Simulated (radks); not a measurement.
Species: Sn V. Configuration: [Kr] 4d10.

Method: non-relativistic Kohn-Sham, exchange-only PBE, spin-polarised, spherical densities, point nucleus; relativity is left out, which matters for an element this heavy; computed with a radial shooting solver on a logarithmic mesh with Libxc functionals.

Energy parts (hartree):
part                    energy
total              -6018.99082
kinetic             6018.99082
electron-nucleus  -14245.31446
Hartree             2364.32282
exchange            -156.99000

Orbitals (lengths in bohr, moments of r in powers of bohr; r(90%) holds 90 % of the orbital's charge):
| orbital | occ. | eigenvalue (hartree) | r(90%) |
|---|---|---|---|
| 1s | 2 | -1029.479 | 0.0541 |
| 2s | 2 | -153.1582 | 0.202 |
| 2p | 6 | -143.3753 | 0.182 |
| 3s | 2 | -30.65086 | 0.517 |
| 3p | 6 | -26.61738 | 0.515 |
| 3d | 10 | -19.13624 | 0.495 |
| 4s | 2 | -6.03395 | 1.23 |
| 4p | 6 | -4.69126 | 1.32 |
| 4d | 10 | -2.46354 | 1.64 |

The highest occupied level is 4d at -67.036 eV. The electron density at the nucleus is 8.796e+04 e/bohr^3. Virial ratio -V/T = 2.00000. The density falls to 0.001 e/bohr^3 at r = 2.78 bohr.
